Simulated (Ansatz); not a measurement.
Basis-set extrapolation for C3H9AlO, SMILES `CC[CH](O)[AlH2]` (PBE0-D4/def2-TZVP geometry, frozen core, Ansatz 0.2.0). Multiplicity 1, RHF reference.

```json
{"": "HF", "def2-TZVPP": "-435.674770", "def2-QZVPP": "-435.691210"}
{"": "MP2 correlation", "def2-TZVPP": "-0.850453", "def2-QZVPP": "-0.909220"}
{"": "CCSD(T) correlation", "def2-TZVPP": "-0.935047", "def2-QZVPP": "not run"}
```

Energies in hartree. Use E(X) = E(∞) + A·exp(−7.88·√X) for Hartree–Fock and E(X) = E(∞) + B·X^(−2.97) for correlation, with X = 3 and 4, and add CCSD(T) minus MP2 of the smaller set to the MP2 limit.

Problem. What is the CCSD(T) energy at the basis-set limit?

Solution. HF limit: -435.691210 + (-0.016440) × 0.13774 = -435.69347. MP2 limit: -0.909220 + (-0.058767) × 0.74074 = -0.95275. Higher-order term: -0.935047 − (-0.850453) = -0.08459. Total: -436.73081 hartree, 317.7 kJ/mol below CCSD(T)/def2-TZVPP.
